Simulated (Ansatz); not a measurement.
System: CH3Si, charge -1, singlet. CH3Si- (SMILES [SiH-]=C).
B3LYP-D3(BJ)/def2-TZVP minimum from Ansatz (a program for electronic structure):
```xyz
5

C     -1.1106     0.0255    -0.0478
Si     0.6494    -0.1171     0.0297
H     -1.6901     0.9483    -0.0880
H     -1.7425    -0.8651    -0.0598
H      1.0043     1.4034     0.0193
```
Charge -1, spin multiplicity 1.

Total energies in aug-cc-pV(D+d)Z, 12 correlated electrons, 6 frozen orbitals. Radicals and triplets start from unrestricted determinants; spin-orbit coupling is neglected. Correlated methods leave the cores frozen. No relativity. The restricted determinant of CH3Si- (C=[SiH-], singlet) is unstable towards broken spin symmetry in at least one set run.

```json
[
 {"method": "HF", "program": "Ansatz", "energy (Eh)": "-328.48548", "minus CCSDT(Q) (mEh)": "309.20"},
 {"method": "MP2", "program": "Ansatz", "energy (Eh)": "-328.74860", "minus CCSDT(Q) (mEh)": "46.08"},
 {"method": "CCSD", "program": "Ansatz", "energy (Eh)": "-328.77927", "minus CCSDT(Q) (mEh)": "15.41"},
 {"method": "CCSD(T)", "program": "Ansatz", "energy (Eh)": "-328.79259", "minus CCSDT(Q) (mEh)": "2.09"},
 {"method": "CCSDT(Q)", "program": "Ansatz", "energy (Eh)": "-328.79468", "minus CCSDT(Q) (mEh)": "0.00"}
]
```

Rough core times of Ansatz's runs on a shared machine: CCSD(T) under 20 s, CCSDT(Q) 2 min.
